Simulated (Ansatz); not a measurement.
Gas-phase electronic energies from Ansatz, PBE0-D4/def2-TZVP geometries. CCSD(T)/CBS is the MP2 limit (def2-TZVPP, def2-QZVPP) plus CCSD(T) − MP2 in def2-TZVPP, frozen cores. This one scheme is used for every species. DFT in def2-TZVPP. B3LYP here is the variant with VWN-RPA as its local correlation; programs differ in this. For Zn outer-core shells are correlated without core-valence functions, which leaves a few kJ/mol of doubt a bond. Scalar relativity is left out up to krypton. One conformer a species, not always the lowest.

`[F][Zn][CH]1CO1` + H–F → `FC1CO1` + `[F][ZnH]`  (substitution at a C–Zn bond)

```json
{"level": "LDA (SPW92)", "ΔE (kJ/mol)": "9.0", "difference from CCSD(T)/CBS": "-21.0"}
{"level": "BLYP-D4", "ΔE (kJ/mol)": "15.2", "difference from CCSD(T)/CBS": "-14.8"}
{"level": "PBE0-D4", "ΔE (kJ/mol)": "15.7", "difference from CCSD(T)/CBS": "-14.3"}
{"level": "B3LYP-D4", "ΔE (kJ/mol)": "12.9", "difference from CCSD(T)/CBS": "-17.1"}
{"level": "B2PLYP", "ΔE (kJ/mol)": "16.6", "difference from CCSD(T)/CBS": "-13.4"}
{"level": "MP2/def2-SVP", "ΔE (kJ/mol)": "10.8", "difference from CCSD(T)/CBS": "-19.2"}
{"level": "CCSD/def2-SVP", "ΔE (kJ/mol)": "0.0", "difference from CCSD(T)/CBS": "-30.0"}
{"level": "HF/def2-QZVPP", "ΔE (kJ/mol)": "-9.2", "difference from CCSD(T)/CBS": "-39.2"}
{"level": "SCS-MP2/def2-QZVPP", "ΔE (kJ/mol)": "30.9", "difference from CCSD(T)/CBS": "0.9"}
{"level": "CCSD/CBS(def2)", "ΔE (kJ/mol)": "26.8", "difference from CCSD(T)/CBS": "-3.2"}
{"level": "CCSD(T)/CBS", "ΔE (kJ/mol)": "30.0", "difference from CCSD(T)/CBS": "0"}
```

What do rigid-rotor, harmonic-oscillator terms from PBE0-D4/def2-TZVP frequencies (298.15 K, 1 bar) make of the CCSD(T)/CBS value? (An estimate is asked.)

Computed: ΔZPE = -0.6 kJ/mol, ΔH = +25.2 kJ/mol, ΔS = -1 J/(mol·K), ΔG = +25.6 kJ/mol.

Largest T1 diagnostic among the species: 0.018.

Leaving LDA and LC-ωPBE aside and taking each functional with its dispersion term where it has one, the values, not all of them listed here, spread over 20.4 kJ/mol, from B97M-V to PBE-QIDH. LDA lies −5.6 kJ/mol from PBE without D4. The D4 term adds +4.4 kJ/mol with B3LYP and +2.4 kJ/mol with PBE0; it sums over pairs of atoms, weighted by their polarisabilities, and B3LYP, whose exchange is more repulsive, gets the larger term. In def2-TZVPP, CCSD(T) changes the Hartree–Fock value by +32.4 kJ/mol (the triples alone add +3.2 kJ/mol) and MP2 by +45.9 kJ/mol.
